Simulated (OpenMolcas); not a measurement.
Computed levels of 3d3 in ions with 21 electrons, in cm-1 above 4F 3/2.

```yaml
Program: OpenMolcas 26.06
Method: SS-CASPT2, IPEA 0.25 Eh, imaginary shift 0.1 Eh
Basis: ANO-RCC-VTZP
Scalar_Hamiltonian: DKH2, point nucleus
Spin-orbit_coupling: RASSI with atomic mean-field integrals over the reference wave functions, term energies averaged over their components
```

Active space for each ion: 3 electrons in 5 orbitals (3d); closed shells correlated by CASPT2: 3s 3p.

```csv
Level,V2+,Mn4+,Fe5+,Co6+,Ni7+
4F 5/2,154,374,544,736,990
4F 7/2,366,881,1275,1717,2290
4F 9/2,632,1506,2170,2900,3850
4P 1/2,12080,17170,19610,22210,24340
4P 3/2,12150,17330,19820,22460,24620
2G 7/2,12240,18340,21300,24410,26710
4P 5/2,12320,17760,20460,23360,25870
2G 9/2,12470,18870,22040,25370,27930
2D 3/2(1),16520,24310,28050,31720,34500
```

Problem. Estimate 4F 9/2, 4P 1/2, 4P 3/2 for Cr3+ from its neighbours V2+ and Mn4+.

Solution. 4F 9/2 is fine structure, which grows about as the fourth power of a screened charge, so the fourth roots are averaged: ((632^0.25 + 1506^0.25) / 2)^4 = 999. The calculation gives 1001, so the estimate is off by -0.2 %; the measured value is 946 (Sugar and Corliss, J. Phys. Chem. Ref. Data 6, 317 (1977)).
4P 1/2 is another term, which grows about linearly with the charge: (12080 + 17170) / 2 = 14625. The calculation gives 14610, so the estimate is off by +0.1 %; the measured value is 14059 (Sugar and Corliss, J. Phys. Chem. Ref. Data 6, 317 (1977)).
4P 3/2 is another term, which grows about linearly with the charge: (12150 + 17330) / 2 = 14740. The calculation gives 14720, so the estimate is off by +0.1 %; the measured value is 14177 (Sugar and Corliss, J. Phys. Chem. Ref. Data 6, 317 (1977)).

Mixed levels, with the weight of the term that names them: Cr3+ 2D 3/2(1) (68 %), Mn4+ 2D 3/2(1) (70 %), Fe5+ 2D 3/2(1) (65 %), Co6+ 2D 3/2(1) (61 %), Ni7+ 2D 3/2(1) (66 %).

Term energies are means over components that CASPT2 splits; among the terms shown or strongly mixed into the levels shown the widest spread is 900 cm-1 (3d3 4F, Cr3+). Terms from blocks run as CI alone lack orbitals of their own. The CASPT2 spread within a term exceeds the gap to the next term for 3d3 2D(1) and 3d3 2P, so the order of their levels is uncertain, and so are names and mixing where such terms share a J (figures for Cr3+; the like holds for Mn4+, Fe5+, Co6+, Ni7+). Measured partners are found by configuration, term and J. A level has none where our copy of the source lacks it or the pairing is in doubt (some pairs that miss far off the trend of their configuration count as doubtful), and it then counts in no deviation. Only configurations of the active space appear.

A number in round brackets counts repeated terms of one configuration in the order of the reference energies.
